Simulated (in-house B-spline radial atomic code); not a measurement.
A fraction x of an electron is removed from 4f in the ytterbium ion Yb³⁺, starting from [Xe] 4f13 and keeping the highest spin. Level of theory: scalar-relativistic (X2C) wB97X, spin-polarised, spherical fractional occupations, Fermi nucleus of rms radius 5.3108 fm; calculated with a B-spline radial code for spherical atoms.

Caution: exact exchange at fractional occupations of open shells leaves self-interaction of up to several eV.

```csv
x,E(x) - E(0) (eV),4f down level (eV)
0,0.0000,-39.208
0.06,2.3849,-40.289
0.2,8.2035,-42.843
0.35,14.8383,-45.630
0.43,18.5490,-47.138
0.5,21.8952,-48.469
0.57,25.3350,-49.811
0.68,30.9312,-51.942
0.77,35.6851,-53.705
0.93,44.5313,-56.881
```
